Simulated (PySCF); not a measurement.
**Continuum solvent and chemical shifts**

Geometry:
| atom | x (Å) | y (Å) | z (Å) |
| --- | --- | --- | --- |
| C1 | 3.264 | 0.719 | -0.631 |
| C2 | 2.476 | -0.546 | -0.335 |
| C3 | 1.122 | -0.304 | 0.322 |
| C4 | 0.375 | -1.593 | 0.673 |
| C5 | -1.006 | -1.200 | 1.190 |
| P6 | -1.533 | 0.229 | 0.139 |
| C7 | -2.473 | -0.510 | -1.244 |
| Al8 | -2.579 | 2.100 | 1.328 |
| C9 | 0.163 | 0.537 | -0.538 |
| H10 | 2.746 | 1.364 | -1.357 |
| H11 | 3.425 | 1.312 | 0.284 |
| H12 | 4.254 | 0.483 | -1.051 |
| H13 | 3.068 | -1.205 | 0.323 |
| H14 | 2.318 | -1.118 | -1.269 |
| H15 | 1.288 | 0.249 | 1.266 |
| H16 | 0.280 | -2.218 | -0.234 |
| H17 | 0.930 | -2.192 | 1.412 |
| H18 | -0.956 | -0.843 | 2.231 |
| H19 | -1.752 | -2.007 | 1.154 |
| H20 | -1.939 | -1.364 | -1.686 |
| H21 | -2.637 | 0.257 | -2.014 |
| H22 | -3.456 | -0.839 | -0.875 |
| H23 | -1.337 | 2.411 | 2.308 |
| H24 | -2.838 | 3.121 | 0.113 |
| H25 | -3.857 | 1.355 | 1.960 |
| H26 | 0.397 | 1.610 | -0.520 |
| H27 | 0.190 | 0.203 | -1.589 |

GIAO PBE0/pcSseg-1 in PySCF 2.14.0 with density-fitted response routines on one PBE0-D3(BJ)/def2-SVP conformer, non-relativistic, equivalent nuclei averaged. Solvents enter as an IEF-PCM continuum (chloroform with ε = 4.7, methanol with ε = 32.6) around the gas-phase geometry. Shifts are referred to TMS, AlH4- computed in the same medium.

Gas phase, δ in ppm: C3 46.5, C4 36.7, C9 33.0, C2 31.5, C5 26.9, C1 14.8, C7 12.2, Al8 29.8, H23/H24/H25 3.68, H26 2.25, H18 1.89, H17 1.88, H13 1.72, H15 1.50. Dipole moment 6.37 D.

Question: How does each δ change in the continuum?

Answer: 
```tsv
atoms	environment	Δδ, chloroform	Δδ, methanol
C3	sp3 CH in a ring	+1.0	+1.4
C4	sp3 CH2 in a ring	+0.3	+0.4
C9	sp3 CH2 bonded to P	+0.4	+0.5
C2	sp3 CH2	+0.2	+0.2
C5	sp3 CH2 bonded to P	+0.5	+0.7
C1	methyl carbon	+0.4	+0.5
C7	methyl carbon bonded to P	+0.1	+0.2
Al8	aluminium bonded to P, 3 H	-8.9	-10.7
H23/H24/H25	hydrogen on an aluminium bonded to P	-0.35	-0.47
H26	hydrogen on an sp3 CH2 bonded to P	+0.03	0.00
H18	hydrogen on an sp3 CH2 bonded to P	+0.01	-0.01
H17	hydrogen on an sp3 CH2 in a ring	+0.06	+0.06
H13	hydrogen on an sp3 CH2	+0.01	+0.01
H15	hydrogen on an sp3 CH in a ring	0.00	-0.03
```

Changes are relative to the gas phase. The dipole moment becomes 7.59 D in chloroform, 8.05 D in methanol.

Question: Which of the listed nuclei move most (in ppm), and what does the model miss?

Answer: Al8 (aluminium bonded to P, 3 H, -10.7 ppm) in methanol. A continuum only polarises the solute; specific hydrogen bonds, the anisotropy of aromatic solvents and changes of geometry or conformer are outside it.
